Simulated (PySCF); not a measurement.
# Energy of Sm⁺ (samarium, charge +1) between two integer charges

The 6s alpha orbital of [Xe] 4f6 6s1 is emptied in steps (occupation f), with all orbitals relaxed, ending at [Xe] 4f6. All numbers are calculated (PySCF 2.14, a scalar-relativistic core potential, in def2-TZVP with the def2 core potential (28 electrons) (10s7p5d4f1g, 93 functions)). The exact energy is a straight line in f; departures are measured from the line between the end points of the same method.

```json
{"f": "1", "B3LYP (eV)": "0.000"}
{"f": "0.75", "B3LYP (eV)": "-0.388"}
{"f": "0.5", "B3LYP (eV)": "-0.516"}
{"f": "0.25", "B3LYP (eV)": "-0.385"}
{"f": "0", "B3LYP (eV)": "0.000"}
```

```csv
method,E(f=0) − E(f=1) (eV),−ε at f=1 (eV),−ε at f=0.5 (eV)
B3LYP,11.382,9.308,11.389
```

Orbital energy along the path (eV):

```
   f    B3LYP
   1   -9.308
0.75  -10.349
 0.5  -11.389
0.25  -12.420
   0  -13.400
```

Reference removal energy between the ground levels: 11.078 ± 0.02 eV (semi-empirical (NIST evaluation); NIST Atomic Spectra Database, ionization energies). The calculation has no spin-orbit coupling.
